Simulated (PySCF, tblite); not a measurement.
Isomers of C4H11ClO2Si2, one GFN2-xTB conformer each. Single-point energies are computed at PBE0/pcSseg-1 (PySCF, gas phase, no added dispersion term), electronic only.

```json
{"SMILES": "CO[SiH2]/C=C(/OC)[SiH2]Cl", "GFN2-xTB relative energy (kcal/mol)": "47.7"}
{"SMILES": "[SiH3]C[C@@H]1COC[Si@H](Cl)O1", "GFN2-xTB relative energy (kcal/mol)": "27.0"}
{"SMILES": "C[C@H](Cl)/C(=C/O[SiH3])O[SiH3]", "GFN2-xTB relative energy (kcal/mol)": "18.3"}
{"SMILES": "CCO[C@@H]1C[SiH2]O[Si@H]1Cl", "GFN2-xTB relative energy (kcal/mol)": "0.0"}
```

Conformers: `[CH3:1][O:2][SiH2:3]/[CH:4]=[C:5](/[O:6][CH3:7])[SiH2:8][Cl:9]` with C1–O2–Si3–C4 -176°, O2–Si3–C4–C5 4°, C4–C5–O6–C7 -1°, C4–C5–Si8–Cl9 69°; `[SiH3:1][CH2:2][C@@H:3]1[CH2:4][O:5][CH2:6][Si@H:7]([Cl:8])[O:9]1` with Si1–C2–C3–C4 156°, C2–C3–C4–O5 179°, C3–C4–O5–C6 75°, C4–O5–C6–Si7 -58°, O5–C6–Si7–Cl8 149°; `[CH3:1][C@H:2]([Cl:3])/[C:4](=[CH:5]/[O:6][SiH3:7])[O:8][SiH3:9]` with C1–C2–C4–C5 15°, C4–C5–O6–Si7 1°, C2–C4–O8–Si9 -32°; `[CH3:1][CH2:2][O:3][C@@H:4]1[CH2:5][SiH2:6][O:7][Si@H:8]1[Cl:9]` with C1–C2–O3–C4 -171°, C2–O3–C4–C5 -71°, O3–C4–C5–Si6 -146°, C4–C5–Si6–O7 22°, C5–Si6–O7–Si8 -8°, Si6–O7–Si8–Cl9 -124°.

Q: What does PBE0/pcSseg-1 give for the same structures?

A: 
```csv
SMILES,PBE0/pcSseg-1 E (Eh),PBE0/pcSseg-1 (kcal/mol),GFN2-xTB (kcal/mol),point group
CCO[C@@H]1C[SiH2]O[Si@H]1Cl,-1347.97915,0.0,0.0,C1
[SiH3]C[C@@H]1COC[Si@H](Cl)O1,-1347.92437,34.4,27.0,C1
CO[SiH2]/C=C(/OC)[SiH2]Cl,-1347.89380,53.6,47.7,C1
C[C@H](Cl)/C(=C/O[SiH3])O[SiH3],-1347.87347,66.3,18.3,C1
```

Both levels put the same isomer lowest; measured from each level's own lowest isomer, the values differ by up to 48.0 kcal/mol (C[C@H](Cl)/C(=C/O[SiH3])O[SiH3]: 18.3 against 66.3). As drawn, the lowest has an Si–C bond, which the highest lacks; the highest has a C=C bond outside aromatic rings, which the lowest lacks.

Q: Which frontier levels, dipoles and rotational constants go with these structures?

A: 
| SMILES | HOMO (eV, PBE0/pcSseg-1) | LUMO (eV) | dipole (D) | A, B, C (MHz) |
| --- | --- | --- | --- | --- |
| CCO[C@@H]1C[SiH2]O[Si@H]1Cl | -7.52 | 0.18 | 3.15 | 1223, 688.2, 473.8 |
| [SiH3]C[C@@H]1COC[Si@H](Cl)O1 | -7.13 | 0.40 | 1.65 | 1236, 764.9, 507.3 |
| CO[SiH2]/C=C(/OC)[SiH2]Cl | -7.01 | -0.52 | 2.41 | 1160, 784.9, 522.1 |
| C[C@H](Cl)/C(=C/O[SiH3])O[SiH3] | -6.40 | -0.21 | 1.62 | 1370, 689.8, 509.0 |

Q: What happens when harmonic zero-point energies from GFN2-xTB frequencies are added?

A: 
| SMILES | ZPE (kcal/mol) | electronic (kcal/mol) | with ZPE (kcal/mol) |
| --- | --- | --- | --- |
| CCO[C@@H]1C[SiH2]O[Si@H]1Cl | 91.0 | 0.0 | 0.0 |
| [SiH3]C[C@@H]1COC[Si@H](Cl)O1 | 89.6 | 34.4 | 33.0 |
| CO[SiH2]/C=C(/OC)[SiH2]Cl | 87.3 | 53.6 | 49.8 |
| C[C@H](Cl)/C(=C/O[SiH3])O[SiH3] | 85.1 | 66.3 | 60.4 |

The zero-point energies span 5.9 kcal/mol. The order is unchanged.
